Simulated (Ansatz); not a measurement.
Mulliken charges of CH$_{3}$ClO$_{2}$Si (`ClC1O[SiH2]O1`) from ωB97M-V/def2-TZVPP in Ansatz (PBE0-D4/def2-TZVP geometry).

| atom | x (Å) | y (Å) | z (Å) | charge (e) |
| --- | --- | --- | --- | --- |
| Cl1 | -2.196 | 0.510 | 0.974 | -0.099 |
| C2 | -0.524 | 0.767 | 0.398 | 0.241 |
| O3 | 0.378 | -0.101 | 1.032 | -0.390 |
| Si4 | 0.716 | -0.758 | -0.471 | 0.547 |
| O5 | -0.384 | 0.409 | -0.952 | -0.390 |
| H6 | -0.299 | 1.817 | 0.581 | 0.140 |
| H7 | 2.099 | -0.538 | -0.946 | -0.023 |
| H8 | 0.302 | -2.163 | -0.672 | -0.025 |

Q: By hand: the dipole of these point charges (1 e Å = 4.8032 D).

A: Σ q r = (0.387, -0.080, -0.169) e Å, of length 0.430 e Å = 2.07 D.

Q: How does the dipole of the full density compare? (Estimate.)

A: Ansatz gave: (0.434, -0.123, -0.199) e Å, 2.37 D; the point charges give 0.87 times that, at 4° from its direction.

Point charges leave out the atoms' own dipoles, such as those of lone pairs, and Mulliken's split depends on the basis, so the close match here is no proof of good charges.
